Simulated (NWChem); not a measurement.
# CH3FOSn, singlet; SMILES [Sn]([O]C)[F]

```xyz
7

Sn     0.3065    -0.4323     0.0549
F     -1.5042    -0.3309    -0.7092
O      0.4562     1.5186     0.3943
C     -0.5056     2.4986     0.1187
H     -0.7889     3.0264     1.0476
H     -0.0918     3.2551    -0.5727
H     -1.4213     2.0800    -0.3344
```
Atoms are numbered in this order, from 1.

Results from NWChem. Low-valent species are run as closed-shell singlets; no triplet was tried in these runs. Structure relaxed at the PBE0/def2-SVP level. def2 effective core potentials on Sn; no spin-orbit coupling. Static field.

For level B3LYP/def2-SVPD:

```
Quantity                          Value
--------------------------------  -----
isotropic polarisability (bohr³)   57.1
anisotropy (bohr³)                 23.0
```

Problem. Estimate the same quantities for level PBE/def2-SVPD.

Solution. 
- isotropic polarisability (bohr³): 60.0
- anisotropy (bohr³): 26.6
